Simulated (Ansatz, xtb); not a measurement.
Two structures of B2H3NSi

We compare X, a singlet given by its coordinates, with Y, a singlet given by its coordinates. Both are isolated molecules in the gas phase, relaxed with B3LYP-D3(BJ)/def2-SVP.

X (Å):

```xyz
7

B     0.4135   -1.1351   -1.0787
B     0.5033    0.1205   -0.0826
N     1.5867    0.5877    0.6146
Si    2.3979   -0.7902   -0.1957
H    -0.0255   -2.1942   -0.6813
H     0.4710   -0.9628   -2.2784
H     1.8052    1.3375    1.2607
```

Close contacts (Å): B1–B2 1.61, B1–Si4 2.20, B2–N3 1.37, B2–Si4 2.11, N3–Si4 1.79, B1–H5 1.21, B1–H6 1.21, N3–H7 1.01.

Y (Å):

```csv
atom,x (Å),y (Å),z (Å)
B,1.7240,0.4234,-0.8255
B,-0.0415,-1.4684,0.0989
N,0.6887,-0.4856,-0.4676
Si,1.7963,-1.3235,0.8128
H,1.7657,1.5007,-0.2828
H,2.4441,0.1486,-1.7544
H,-1.1411,-1.9230,0.0098
```

Close contacts (Å): B1–N3 1.42, B1–Si4 2.40, B2–N3 1.35, B2–Si4 1.98, N3–Si4 1.89, B1–H5 1.21, B1–H6 1.21, B2–H7 1.19.

Estimate E(Y) − E(X) at the level CCSD(T)/def2-TZVP.

Calculated at CCSD(T)/def2-TZVP: E(Y) − E(X) = −32.1 kJ/mol, so structure Y lies lower.

The same difference at several levels:

| level | geometry | E(Y) − E(X) (kJ/mol) | departure from the last row (kJ/mol) | job, with rough time for the two |
| --- | --- | --- | --- | --- |
| B3LYP-D3(BJ)/def2-SVP | B3LYP-D3(BJ)/def2-SVP | −40.8 | −8.7 | optimisation, 63 s |
| HF/def2-TZVP | B3LYP-D3(BJ)/def2-SVP | −47.8 | −15.7 | part of the CCSD(T) run |
| MP2/def2-TZVP | B3LYP-D3(BJ)/def2-SVP | −36.7 | −4.6 | part of the CCSD(T) run |
| CCSD(T)/def2-TZVP | B3LYP-D3(BJ)/def2-SVP | −32.1 |  | single point, 59 s |

None of the levels shown reverses the order. The largest departure from CCSD(T)/def2-TZVP is that of HF/def2-TZVP, 15.7 kJ/mol. Levels run at GFN2-xTB geometries aren't shown.

With harmonic frequencies from B3LYP-D3(BJ)/def2-SVP (ideal gas, rigid rotor, one conformer each, 600 K, 1 atm): the zero-point term adds −3.0 kJ/mol; ΔH is −35.3 and ΔG −36.7 kJ/mol.

The correlated steps freeze 8 core orbitals. Programs: Ansatz 0.2.0; the last row on 1 thread of Arm Neoverse V1 on a shared host.
